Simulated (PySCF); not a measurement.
## Magnetisability and related constants of `O=C1CC(F)=CN1`, C₄H₄FNO

Method used: PySCF 2.14.0, GIAO HCTH407/6-31G magnetisability, rotational g tensor and spin-rotation constants, non-relativistic, gas phase. Geometry: GFN2-xTB.

Input:
```
{"job": {"kind": "mag", "xc": "HCTH407", "basis": "6-31G"}, "charge": 0, "multiplicity": 1}
O     -2.233957     0.907088    -0.125294
C     -1.102432     0.499383    -0.064409
C     -0.616593    -0.945327    -0.009718
C      0.863093    -0.770332     0.053267
F      1.702831    -1.810936     0.115531
C      1.188996     0.521598     0.039979
N      0.021527     1.278611    -0.030648
H     -1.023974    -1.455393     0.864996
H     -0.945907    -1.497166    -0.891878
H      2.152533     0.990201     0.074796
H     -0.000692     2.284942    -0.052586
```
Coordinates are in Å.

Command: `OMP_NUM_THREADS=1 python excited_run.py task.json out`

Problem. What does the run print?

Solution. Atoms count from 0.
```
coarse grid: 10064 points
cycle   1  E = -384.2826528293  dE =  1.393e+00  |g| = 1.022e+00  |ddm| = 3.660e+00
cycle   2  E = -382.6483184277  dE =  1.634e+00  |g| = 2.770e+00  |ddm| = 6.627e+00
cycle   3  E = -384.4531819419  dE = -1.805e+00  |g| = 4.542e-01  |ddm| = 5.905e+00
cycle   4  E = -384.4928463260  dE = -3.966e-02  |g| = 2.110e-01  |ddm| = 7.363e-01
cycle   5  E = -384.4999096555  dE = -7.063e-03  |g| = 9.427e-02  |ddm| = 2.439e-01
cycle   6  E = -384.5020874530  dE = -2.178e-03  |g| = 3.087e-02  |ddm| = 1.320e-01
cycle   7  E = -384.5023188383  dE = -2.314e-04  |g| = 1.014e-02  |ddm| = 4.328e-02
cycle   8  E = -384.5023444232  dE = -2.558e-05  |g| = 2.434e-03  |ddm| = 1.312e-02
cycle   9  E = -384.5023458296  dE = -1.406e-06  |g| = 3.736e-04  |ddm| = 3.555e-03
final grid: 100128 points
cycle  10  E = -384.4496929772  dE = -3.326e-05  |g| = 8.401e-03  |ddm| = 3.525e-02
cycle  11  E = -384.4495816639  dE =  1.113e-04  |g| = 2.416e-02  |ddm| = 3.736e-02
cycle  12  E = -384.4497066654  dE = -1.250e-04  |g| = 2.020e-03  |ddm| = 3.007e-02
cycle  13  E = -384.4497074294  dE = -7.640e-07  |g| = 5.224e-04  |ddm| = 2.591e-03
cycle  14  E = -384.4497074845  dE = -5.506e-08  |g| = 2.274e-04  |ddm| = 7.930e-04
cycle  15  E = -384.4497074978  dE = -1.333e-08  |g| = 6.777e-05  |ddm| = 3.371e-04
cycle  16  E = -384.4497074990  dE = -1.203e-09  |g| = 1.253e-05  |ddm| = 8.559e-05
cycle  17  E = -384.4497074990  dE = -4.172e-11  |g| = 4.851e-06  |ddm| = 2.282e-05
converged SCF energy = -384.4497074990

Magnetisability tensor (1e-30 J/T^2)
     -731.93       19.87        9.24
       19.87     -752.87       -3.30
        9.24       -3.30     -942.49
isotropic -809.10   principal values    -942.99   -764.54   -719.77
isotropic susceptibility -48.725 1e-6 cm^3/mol

Inertial axes            a          b          c
rot. const./GHz      7.1071     2.0108     1.5826
chi total           -45.629    -43.759    -56.788
chi diamagnetic    -245.129   -610.326   -774.218
chi paramagnetic    199.501    566.568    717.430
quadrupole/D A      -16.060     13.404      2.657
g nuclear            0.6122     0.5018     0.5215
g electronic        -0.6661    -0.5352    -0.5334
g total             -0.0539    -0.0334    -0.0119

Spin-rotation constants (kHz, H = +C I.J)
atom  isotope        aa         bb         cc
  4    19F        7.860      2.713      0.388
  6    14N        0.848      0.129      0.104
  7     1H       -0.841     -0.098     -0.048
  8     1H       -0.841     -0.097     -0.049
  9     1H       -0.407      0.070     -0.210
 10     1H       -0.260     -0.018     -0.234
  0    17O*      -4.170     -0.956     -0.055
  1    13C*       2.161      0.889      0.358
  2    13C*       0.978      0.344      0.236
  3    13C*       2.784      0.593      0.381
  5    13C*       2.535      0.498      0.233
* in the singly substituted isotopologue
```

It took 7.8 s wall time on 1 thread of an Intel Xeon 6975P-C, shared host, peak memory 0.45 GiB.
